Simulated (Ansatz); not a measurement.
MoS2⁻ (the lowest doublet isomer of a short search), 3 atoms. Hardware: 4 threads of AMD EPYC 9B14 on a shared host.

In the def2 sets Mo takes a core potential; there is no spin–orbit coupling. Correlated methods freeze 10 core orbitals; core or outer-core shells of Mo are correlated, in sets that lack core-valence functions.

Problem. How many basis functions does each of these Ansatz runs have, and roughly what does it cost? MP2/def2-TZVPD, charge -1 quartet, energy, from earlier orbitals; HF/STO-3G, charge -1 doublet, energy; MP2/def2-TZVPD, charge -1 doublet, energy, from earlier orbitals; PBE-D4/def2-TZVPD, charge -1 doublet, energy, from earlier orbitals; PBE0-D4/def2-TZVPD, charge 0 triplet at the geometry of the charge -1 doublet, energy; RPA@PBE/def2-TZVPD, charge -1 quartet, energy, from earlier orbitals; PBE0-D4/def2-SVP, charge 0 singlet at the geometry of the charge -1 doublet, energy with a search over starts; CCSD(T)/def2-TZVPPD, charge 0 singlet at the geometry of the charge -1 doublet, energy, from earlier orbitals; HSE06-D4/def2-TZVPD, charge -1 doublet, energy, from earlier orbitals; revPBE-D4/def2-TZVPD, charge -1 doublet, energy, from earlier orbitals; LDA (SPW92)/def2-TZVPD, charge -1 quartet, energy, from earlier orbitals; r2SCAN-D4/def2-TZVPD, charge -1 quartet, energy, from earlier orbitals.

Solution. Other jobs shared the machine, so times can vary by a factor of up to 3. A dash marks memory too small to be measured apart from the calling script's.

```csv
run,functions,fitting or Cholesky vectors,wall time,peak host memory (GiB)
"HF/STO-3G, charge -1 doublet, energy",45,527,0.45 s,–
"LDA (SPW92)/def2-TZVPD, charge -1 quartet, energy, from earlier orbitals",132,894,0.7 s,–
"PBE0-D4/def2-SVP, charge 0 singlet at the geometry of the charge -1 doublet, energy with a search over starts",67,643,0.95 s,–
"MP2/def2-TZVPD, charge -1 quartet, energy, from earlier orbitals",132,907,1.2 s,–
"MP2/def2-TZVPD, charge -1 doublet, energy, from earlier orbitals",132,907,1.4 s,–
"RPA@PBE/def2-TZVPD, charge -1 quartet, energy, from earlier orbitals",132,907,2 s,–
"PBE0-D4/def2-TZVPD, charge 0 triplet at the geometry of the charge -1 doublet, energy",132,1008,2.5 s,–
"PBE-D4/def2-TZVPD, charge -1 doublet, energy, from earlier orbitals",132,894,2.5 s,–
"revPBE-D4/def2-TZVPD, charge -1 doublet, energy, from earlier orbitals",132,894,2.6 s,–
"r2SCAN-D4/def2-TZVPD, charge -1 quartet, energy, from earlier orbitals",132,894,2.6 s,–
"HSE06-D4/def2-TZVPD, charge -1 doublet, energy, from earlier orbitals",132,1008,3.7 s,0.58
"CCSD(T)/def2-TZVPPD, charge 0 singlet at the geometry of the charge -1 doublet, energy, from earlier orbitals",158,980,35 s,1.3
```
